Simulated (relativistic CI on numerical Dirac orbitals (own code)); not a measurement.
## One change at a time: Lu²⁸⁺

Base calculation: Dirac-Coulomb-Breit CI, separate exchange-only KLI orbitals for each configuration, QED by a radiative potential, unscaled Slater integrals.

Configurations in the expansion (outside the closed core [Ar] 3d10): 4s²4p⁶4d⁷, 4s²4p⁵4d⁸, 4s²4p⁶4d⁶4f, 4s4p⁶4d⁸, 4s²4p⁵4d⁷4f, 4s4p⁶4d⁷4f, 4s²4p⁶4d⁶5s, 4s²4p⁶4d⁵4f5s, 4s²4p⁶4d⁶5p, 4s²4p⁵4d⁷5s, 4s²4p⁶4d⁵5s5p, 4s²4p⁶4d⁶5f, 4p⁶4d⁸4f, 4s²4p⁶4d⁶6s, 4s4p⁶4d⁷5s, 4p⁶4d⁹, 4p⁵4d¹⁰, 4p⁵4d⁹4f, 4s²4p⁶4d⁵5s², 4s²4p⁶4d⁴4f5s², 4s²4p⁵4d⁵4f5s², 4s4p⁶4d⁵4f5s², 4p⁶4d⁸5s, 4p⁵4d⁹5s, 4p⁵4d⁸4f5s, 4p⁶4d⁷5s², 4p⁵4d⁸5s², 4p⁶4d⁶4f5s², 4p⁵4d⁷4f5s². Double excitations out of closed p, d and f shells are left out; levels of such configurations are missing from the list, as are those of other unlisted configurations, and high levels can miss mixing partners.

The lowest level and the first level of each name with at least 55 % of one term (blank where a level has no safe partner in the second run):

| Level | Base (cm⁻¹) | Shift (cm⁻¹) |
| --- | --- | --- |
| 4s²4p⁶4d⁷ ⁴F9/2 | 0 | 0 |
| 4s²4p⁶4d⁷ ⁴F7/2 | 96913 | -280 |
| 4s²4p⁶4d⁷ ⁴P5/2 | 130984 | -290 |
| 4s²4p⁶4d⁷ ²H11/2 | 145256 | -273 |
| 4s²4p⁶4d⁷ ²G7/2 | 161935 | -293 |
| 4s²4p⁶4d⁷ ²F5/2 | 182113 | -258 |
| 4s²4p⁶4d⁷ ²H9/2 | 246459 | -554 |
| 4s²4p⁶4d⁷ ²F7/2 | 261005 | -526 |
| 4s²4p⁵4d⁸ ⁴G°11/2 | 1324193 | +895 |

At this charge energies of transitions that change n are usually good to better than 1 %, and those within a shell (Δn = 0) to a few per cent. Terms inside the open d or f shell come out 10 to 20 % too wide with unscaled integrals.

Question: One thing was changed in a second run, which moved the levels as shown. Which?
A. configuration mixing switched off
B. only the first 3 configurations
C. Breit term removed
D. QED terms removed

Answer: D. QED terms removed. QED shifts follow the density of s (and p1/2) electrons at the nucleus, so configurations move by their count of such electrons; where none moves, the smaller shifts of p3/2 electrons and of j = l + 1/2 against j = l − 1/2 set the pattern.

LS names give the leading component of a level, which can be under half, so a name can repeat, a term be missing and a line seem to break the LS rules.
